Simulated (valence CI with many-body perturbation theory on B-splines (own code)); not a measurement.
Results of a calculation; reference values are marked as such.
Basis-set convergence for Sn19+

Level of theory: relativistic CI+MBPT: three valence electrons over a frozen Dirac-Fock core [Ar] 3d10, radial functions for each j: 9 s, 9 p, 8 d, 6 f, 3 g, 1 h, with the one-electron correlation potential Σ1, the two-electron term Σ2, the three-electron term Σ3, Breit, model QED; selected CI, second order for the rest, scaled by the run's own slope (own B-spline code, finite nucleus).

No measured spectrum was set against this ion. As an estimate, levels hold to about 250 cm⁻¹ or 0.2 % of their energy and the worst to 1 %, as in measured heavy ions of charge 2 to 7; those with d or f electrons hold less well.

The reference run has the lowest level 4s2 4p 2P°_1/2 and an ionisation energy of 538.648 eV. Its largest variational space holds 9358 state functions.

Names give the largest LS component (configuration and term), which can be under half, so a name can repeat, a term be missing and a line seem to break the LS rules; names also repeat where a configuration has a term twice. Letters in brackets count levels of one name in rising energy.

Changed runs:
A. basis 6 s, 6 p, 5 d, 3 f, 1 g
B. basis 5 s, 5 p, 4 d, 2 f

Excitation energies of the reference run in cm⁻¹, and shifts in cm⁻¹:

| Level | Reference | A | B |
| --- | --- | --- | --- |
| 4s2 4p 2P°_3/2 | 88438 | -11 | -11 |
| 4s 4p2 4P_1/2 | 328953 | -96 | -288 |
| 4s 4p2 4P_3/2 | 382485 | -145 | -438 |
| 4s 4p2 4P_5/2 | 409943 | -94 | -258 |
| 4s 4p2 2D_3/2 | 461167 | +36 | +208 |
| 4s 4p2 2P_1/2 | 494942 | +123 | +502 |
| 4s 4p2 2D_5/2 | 500126 | -33 | -23 |
| 4s 4p2 2S_1/2 | 583044 | +149 | +643 |
| 4s 4p2 2P_3/2 | 591135 | +109 | +465 |
| 4s2 4d 2D_3/2 | 714426 | +187 | +909 |
| 4s2 4d 2D_5/2 | 729806 | +179 | +894 |
| 4p3 2P°_3/2 [a] | 820291 | -28 | -47 |
| Ionisation energy (eV) | 538.648 | -0.018 | -0.058 |
